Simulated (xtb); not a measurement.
H4Si2, charge +1, doublet, geometry from GFN2-xTB (a state made from the parent by changing its charge; the spin is typed, not shown lowest); GFN1-xTB (xtb 6.7.1).

Here is a job for xtb.
```
$ xtb mol.xyz --gfn 1 --chrg 1 --uhf 1 --etemp 1000 --json

# file mol.xyz
6

Si    -0.16616702     1.07796466     0.62002792
H      0.06478625     2.52939845     0.75560368
Si     0.13180641    -0.97390264    -0.53199956
H      0.93583729    -0.94240197    -1.75786354
H     -1.28013849    -1.29759961    -0.77854108
H      0.76056340    -1.74626515     0.54840391
```

Output, abridged:

```
   ID    Z sym.   atoms
    1   14 Si     1, 3
    2    1 H      2, 4-6

           -------------------------------------------------
          |                Calculation Setup                |
           -------------------------------------------------

           -------------------------------------------------
          |                 G F N 1 - x T B                 |
           -------------------------------------------------

          ...................................................
          :                      SETUP                      :
          :.................................................:
          :  # basis functions                  28          :
          :  # atomic orbitals                  26          :
          :  # shells                           14          :
          :  # electrons                        11          :
          :  # halogen bonds                     0          :
          :  max. iterations                   250          :
          :  Hamiltonian                  GFN1-xTB          :
          :  restarted?                      false          :
          :  GBSA solvation                  false          :
          :  PC potential                    false          :
          :  electronic temp.         1000.0000000     K    :
          :  accuracy                    1.0000000          :
          :  -> integral cutoff          0.2500000E+02      :
          :  -> integral neglect         0.1000000E-07      :
          :  -> SCF convergence          0.1000000E-05 Eh   :
          :  -> wf. convergence          0.2000000E-04 e    :
          :  Broyden damping             0.4000000          :
          :  net charge                          1          :
          :  unpaired electrons                  1          :
          ...................................................

 iter      E             dE          RMSdq      gap      omega  full diag
   1     -5.2926616 -0.529266E+01  0.534E+00    0.60       0.0  T
   2     -5.3222970 -0.296354E-01  0.256E+00    0.51       1.0  T
   3     -5.3225894 -0.292345E-03  0.770E-01    0.50       1.0  T
   4     -5.3251547 -0.256529E-02  0.330E-01    0.48       1.0  T
   5     -5.3256838 -0.529166E-03  0.839E-02    0.49       1.0  T
   6     -5.3257018 -0.179567E-04  0.522E-02    0.49       1.0  T
   7     -5.3257114 -0.960666E-05  0.758E-03    0.49       5.4  T
   8     -5.3257116 -0.143816E-06  0.262E-03    0.49      15.6  T
   9     -5.3257116 -0.277993E-07  0.102E-04    0.49     400.7  T
  10     -5.3257116 -0.297051E-10  0.197E-05    0.49    2073.2  T

   *** convergence criteria satisfied after 10 iterations ***

         :::::::::::::::::::::::::::::::::::::::::::::::::::::
         ::                     SUMMARY                     ::
         :::::::::::::::::::::::::::::::::::::::::::::::::::::
         :: total energy              -5.286050067274 Eh    ::
         :: gradient norm              0.019563472372 Eh/a0 ::
         :: HOMO-LUMO gap              0.488408705727 eV    ::
         ::.................................................::
         :: SCC energy                -5.325711582462 Eh    ::
         :: -> electrostatic           0.099079204784 Eh    ::
         :: repulsion energy           0.041198354482 Eh    ::
         :: dispersion energy         -0.001536839295 Eh    ::
         :: halogen bond corr.         0.000000000000 Eh    ::
         :: add. restraining           0.000000000000 Eh    ::
         :: total charge               0.999999999930 e     ::
         :::::::::::::::::::::::::::::::::::::::::::::::::::::

           -------------------------------------------------
          |                Property Printout                |
           -------------------------------------------------

    * Orbital Energies and Occupations

         #    Occupation            Energy/Eh            Energy/eV
      -------------------------------------------------------------
         1        2.0000           -0.8607147             -23.4212
         2        2.0000           -0.8018459             -21.8193
         3        2.0000           -0.6634130             -18.0524
         4        2.0000           -0.6595762             -17.9480
         5        2.0000           -0.6388859             -17.3850
         6        0.9445           -0.5316588             -14.4672 (HOMO)
         7        0.0555           -0.5137101             -13.9788 (LUMO)
         8                         -0.4702954             -12.7974
         9                         -0.4263984             -11.6029
        10                         -0.4193151             -11.4101
        11                         -0.3820359             -10.3957
        12                         -0.3705070             -10.0820
        13                         -0.3626612              -9.8685
        14                         -0.3269805              -8.8976
        15                         -0.3235935              -8.8054
        16                         -0.2505066              -6.8166
        17                         -0.2496722              -6.7939
       ...                                ...                  ...
        26                          1.4969226              40.7333
      -------------------------------------------------------------
                  HL-Gap            0.0179487 Eh            0.4884 eV
             Fermi-level           -0.5539797 Eh          -15.0746 eV

  Mulliken/CM5 charges         n(s)   n(p)   n(d)
     1Si    0.57109  0.48488   1.680  1.445  0.304
     2H     0.01142  0.09306   0.989  0.000  0.000
     3Si    0.42663  0.17773   1.372  1.672  0.529
     4H    -0.00294  0.08121   1.003  0.000  0.000
     5H    -0.00310  0.08156   1.003  0.000  0.000
     6H    -0.00310  0.08156   1.003  0.000  0.000

Wiberg/Mayer (AO) data.
largest (>0.10) Wiberg bond orders for each atom

 ---------------------------------------------------------------------------
     #   Z sym  total        # sym  WBO       # sym  WBO       # sym  WBO
 ---------------------------------------------------------------------------
     1  14 Si   2.182 --     3 Si   1.046     2 H    0.905
     2   1 H    1.001 --     1 Si   0.905
     3  14 Si   3.696 --     1 Si   1.046     4 H    0.873     6 H    0.846
                             5 H    0.846
     4   1 H    0.989 --     3 Si   0.873
     5   1 H    0.991 --     3 Si   0.846
     6   1 H    0.991 --     3 Si   0.846
 ---------------------------------------------------------------------------

Topologies differ in total number of bonds
Writing topology from bond orders to xtbtopo.mol

 dipole moment from electron density (au)
     X       Y       Z
  -0.0557   0.5230   0.2625  total (Debye):    1.494

           -------------------------------------------------
          | TOTAL ENERGY               -5.286050067274 Eh   |
          | GRADIENT NORM               0.019563472372 Eh/α |
          | HOMO-LUMO GAP               0.488408705727 eV   |
           -------------------------------------------------

normal termination of xtb
```
